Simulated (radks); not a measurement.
Q: The mean radii <r> (bohr) of the occupied orbitals of an atom or ion are listed with their occupations. Calculated with a radial shooting solver on a logarithmic mesh with Libxc functionals: scalar-relativistic Kohn-Sham, BLYP, spin-polarised, spherical densities, finite nucleus; Fermi nuclear charge, rms radius of each element as measured or else 0.836 A^(1/3) + 0.57 fm.

orbital  occ.     <r>
1s up       1  0.1580
1s down     1  0.1575
2s up       1  0.7890
2s down     1  0.8097
2p up       3  0.7434

Name the element and its charge. Open shells, if any, are filled with parallel spins first.

A: Z = 10, neon, charge +3: Ne3+ in [He] 2s2 2p3. The 1s radius gives Z: for a bare nucleus <r> = (2 gamma + 1)/(2Z) with gamma = sqrt(1 - (Z/c)^2), 0.1497 bohr for Z = 10, and screening makes it slightly larger (0.1580 here). The occupations add up to 7, and the charge is Z minus that.
